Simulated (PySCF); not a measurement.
**Bonding in `N#CC1(C[SiH2]O[SiH3])CC1`**

C5H11NOSi2.
Numbering: `[N:1]#[C:2][C:3]1([CH2:4][SiH2:5][O:6][SiH3:7])[CH2:8][CH2:9]1` (hydrogens: H10, H11 on C4; H12, H13 on Si5; H14, H15, H16 on Si7; H17, H18 on C8; H19, H20 on C9)

Cartesian coordinates in Å at the GFN2-xTB level; atoms count from 1:
```xyz
20
C5H11NOSi2 angstrom
N     -1.742   -3.083    0.112
C     -1.664   -1.953   -0.059
C     -1.572   -0.552   -0.283
C     -0.178   -0.065   -0.615
Si     1.045   -0.333    0.824
O      2.424    0.400    0.412
Si     3.870    1.040    0.062
C     -2.782    0.102   -0.913
C     -2.493    0.319    0.537
H     -0.232    0.996   -0.869
H      0.178   -0.583   -1.510
H      0.559    0.335    2.034
H      1.330   -1.749    1.027
H      4.720   -0.056   -0.395
H      3.627    2.027   -0.989
H      4.366    1.655    1.291
H     -3.621   -0.523   -1.182
H     -2.600    0.912   -1.604
H     -2.108    1.278    0.850
H     -3.133   -0.156    1.266
```

Bond orders from the PBE0/pcSseg-1 density (PySCF). One conformer (not necessarily the lowest) at the GFN2-xTB geometry, without solvent, vibrations or thermal averaging.

Task: Where do the orders between heavy atoms depart from those drawn in the SMILES?

Result: The largest departure is 0.128, at C4–Si5 (drawn single, 0.872). Drawn single, order below 0.88: C4–Si5 (0.872).

Task: Give the Mayer order of every bond between heavy atoms, beside its length.

Result: 
```csv
bond,drawn as,length (Å),Mayer order
N1–C2,triple,1.145,3.053
C2–C3,single,1.422,0.980
C3–C4,single,1.514,1.012
C4–Si5,single,1.907,0.872
Si5–O6,single,1.616,0.941
O6–Si7,single,1.620,0.930
C3–C8,single,1.512,0.920
C8–C9,single,1.494,0.967
C9–C3,single,1.510,0.908
```

Bonds between the same two heavy elements. C–C: lowest C9–C3 (0.908, 1.510 Å), highest C3–C4 (1.012, 1.514 Å); in 3 of the 10 pairs the longer bond (by over 0.003 Å) has the higher order (by 0.02 or more). O–Si: all 2 within 0.02 of one another (0.930 to 0.941).

Task: And the bonds to hydrogen?

Result: C–H: 0.93 to 0.95 (6 bonds); H–Si: 0.92 to 0.93 (5 bonds).

Task: Sum the orders of all bonds at each heavy atom with more than one neighbour and set the sums beside the valence in the SMILES.

Result: C2 4.033 (drawn 4), C3 3.820 (drawn 4), C4 3.755 (drawn 4), Si5 3.665 (drawn 4), O6 1.871 (drawn 2), Si7 3.703 (drawn 4), C8 3.791 (drawn 4), C9 3.779 (drawn 4). Orders between atoms that aren't bonded are not in these sums.

For a closed shell the Mayer order of atoms A and B is Σ (PS)μν (PS)νμ over the basis functions μ on A and ν on B, with P the density and S the overlap matrix.
